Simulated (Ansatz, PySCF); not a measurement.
This PySCF input computes a BLYP/def2-TZVPD energy:

```python
from pyscf import gto, scf, dft

mol = gto.M(
    atom='''
    Sn    0.00000000    0.00000000    0.00000000
    H    -1.66831541   -0.27611574    0.03087311
    H     1.07290792   -1.30689487   -0.03692895
    H     0.59540749    1.58301061    0.00605584
    ''',
    basis='def2-tzvpd',
    ecp='def2-tzvp',
    charge=1,
    spin=0,
    verbose=4,
)

mf = dft.RKS(mol, xc='blyp').density_fit(auxbasis='def2-universal-jkfit')
mf.grids.level = 3
mf.conv_tol = 1e-9
mf.max_cycle = 100
mf.max_memory = 1500
mf.kernel()
if not mf.converged:
    mf = mf.newton()
    mf.kernel(mf.make_rdm1())
mf.analyze()
```

Problem. Write an input for the same energy in Ansatz (a first-principles code) and say what it gives.

Solution. 
Ansatz 0.2 input:
```yaml
crystal:
  periodic: [false, false, false]
  atoms:
    - {symbol: Sn, position_ang: [0.00000000, 0.00000000, 0.00000000]}
    - {symbol: H, position_ang: [-1.66831541, -0.27611574, 0.03087311]}
    - {symbol: H, position_ang: [1.07290792, -1.30689487, -0.03692895]}
    - {symbol: H, position_ang: [0.59540749, 1.58301061, 0.00605584]}
basis:
  gaussian:
    orbitals: def2-TZVPD
hamiltonian:
  xc: {name: BLYP}
total_charge: 1
output: {forces: true}
```
It gives -215.70414 Eh, and PySCF -215.70418 Eh, a difference of 0.04 mEh, from the treatment of integrals and grids.
